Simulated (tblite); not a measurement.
C₅H₇ClO₂Si.
Atom-mapped SMILES: `[O:1]=[CH:2][O:3][C@H:4]1[CH:5]=[C:6]1[SiH2:7][CH2:8][Cl:9]` (hydrogens: H10 on C2; H11 on C4; H12 on C5; H13, H14 on Si7; H15, H16 on C8)

Computed with GFN2-xTB (tblite), gas phase: L-BFGS steps from a force-field or distance-geometry start until the largest atomic force falls under 0.01 eV/Å.

The end geometry, which sets the zero of energy:
```
atom  x, y, z in Å
O1      1.8715    0.3533    1.2500
C2      2.6821    0.1768    0.3782
O3      2.4902    0.0722   -0.9086
C4      1.1464    0.1279   -1.4253
C5      0.3101   -1.0892   -1.3843
C6     -0.0120   -0.1558   -0.5228
Si7    -0.7680    0.5474    1.0317
C8     -2.6487    0.5826    0.6327
Cl9    -2.9031    1.5653   -0.8368
H10     3.7631    0.0782    0.5891
H11     1.1198    0.8544   -2.2273
H12     0.1800   -2.0553   -1.8047
H13    -0.3458    1.9303    1.2150
H14    -0.5866   -0.3596    2.1615
H15    -3.2385    1.0460    1.4190
H16    -3.0679   -0.3980    0.4211
```

Question: These geometries come from the run, each turned onto the end geometry. Order them by energy, lowest first.
A.
```
atom  x, y, z in Å
O1      1.9215    0.3445    1.2441
C2      2.7126    0.1606    0.3568
O3      2.4937    0.0745   -0.9280
C4      1.1418    0.1451   -1.4172
C5      0.3010   -1.0692   -1.3582
C6     -0.0067   -0.1282   -0.4997
Si7    -0.7856    0.5507    1.0526
C8     -2.6594    0.5775    0.6142
Cl9    -2.8851    1.5267   -0.8823
H10     3.7978    0.0544    0.5399
H11     1.1063    0.8700   -2.2220
H12     0.1645   -2.0419   -1.7616
H13    -0.3566    1.9255    1.2752
H14    -0.6104   -0.3610    2.1833
H15    -3.2672    1.0538    1.3783
H16    -3.0754   -0.4064    0.4130
```
B.
```
atom  x, y, z in Å
O1      1.9793    0.7333    1.1422
C2      2.7274    0.2129    0.3549
O3      2.4996   -0.1007   -0.8945
C4      1.1664    0.0949   -1.4037
C5      0.2423   -1.0539   -1.3715
C6      0.0034   -0.1188   -0.4875
Si7    -0.7767    0.5624    1.0598
C8     -2.6428    0.5397    0.6081
Cl9    -2.8807    1.5682   -0.8316
H10     3.7647   -0.0733    0.6086
H11     1.1829    0.8377   -2.1893
H12     0.0216   -1.9859   -1.8148
H13    -0.4258    1.9470    1.3214
H14    -0.5781   -0.3962    2.1441
H15    -3.2701    0.9514    1.3947
H16    -3.0209   -0.4420    0.3477
```
C.
```
atom  x, y, z in Å
O1      4.0838    0.1792   -0.3921
C2      3.4336   -0.7071    0.0972
O3      2.1157   -0.7920    0.0713
C4      1.3915    0.2503   -0.6456
C5      0.2111   -0.1309   -1.4549
C6     -0.0572    0.5209   -0.3475
Si7    -1.4005    1.2738    0.6945
C8     -2.8949    0.0912    0.7879
Cl9    -3.7511    0.1650   -0.7776
H10     3.9736   -1.5233    0.6239
H11     2.0188    1.0478   -1.0253
H12    -0.1141   -0.6011   -2.3442
H13    -1.9067    2.5158    0.1276
H14    -0.9258    1.4935    2.0475
H15    -3.5633    0.4381    1.5700
H16    -2.6217   -0.9445    0.9559
```
D.
```
atom  x, y, z in Å
O1      1.9418    0.5115    1.2164
C2      2.7135    0.1791    0.3524
O3      2.4945    0.0446   -0.9293
C4      1.1408    0.1400   -1.4182
C5      0.2917   -1.0683   -1.3361
C6     -0.0041   -0.1097   -0.4912
Si7    -0.7848    0.5596    1.0660
C8     -2.6541    0.5655    0.6159
Cl9    -2.8603    1.5734   -0.8443
H10     3.7795   -0.0517    0.5621
H11     1.1056    0.8451   -2.2396
H12     0.1357   -2.0389   -1.7372
H13    -0.4088    1.9513    1.2883
H14    -0.5818   -0.4075    2.1434
H15    -3.2838    1.0021    1.3872
H16    -3.0329   -0.4197    0.3526
```
E.
```
atom  x, y, z in Å
O1      4.0843    0.1444   -0.3945
C2      3.3605   -0.6582    0.1188
O3      2.0439   -0.6926    0.0869
C4      1.3521    0.2926   -0.6943
C5      0.2051   -0.1786   -1.5016
C6     -0.1059    0.4859   -0.4123
Si7    -1.3482    1.2861    0.7201
C8     -2.8609    0.1168    0.7966
Cl9    -3.6670    0.1349   -0.7962
H10     3.7135   -1.5205    0.7120
H11     2.0167    1.0920   -1.0022
H12    -0.0814   -0.7337   -2.3628
H13    -1.7253    2.5659    0.1158
H14    -0.8050    1.4231    2.0725
H15    -3.5969    0.4369    1.5305
H16    -2.5928   -0.9185    0.9994
```

Answer: A (0.004 eV), D (0.021 eV), B (0.040 eV), E (0.189 eV), C (0.362 eV).

In the order of the answer:

| step | E above end (eV) | largest force (eV/Å) | rms force component (eV/Å) | rms distance from end (Å) | rms bond change (Å) | bond most changed (Å) |
| --- | --- | --- | --- | --- | --- | --- |
| 223 | 0.004 | 0.10 | 0.024 | 0.041 | 0.001 | Si7–H14 +0.003 |
| 210 | 0.021 | 0.24 | 0.062 | 0.076 | 0.002 | C2–H10 +0.005 |
| 206 | 0.040 | 0.28 | 0.071 | 0.140 | 0.003 | C5–H12 -0.006 |
| 26 | 0.189 | 0.10 | 0.030 | 1.405 | 0.005 | C2–O3 +0.012 |
| 3 | 0.362 | 0.87 | 0.225 | 1.442 | 0.008 | O3–C4 +0.017 |

What follows is the cost of the whole relaxation. Time: 3.8 s of wall time. Hardware: an Arm Neoverse N1 with one thread, no GPU, shared host with 64 logical CPUs at a one-minute load of 60.
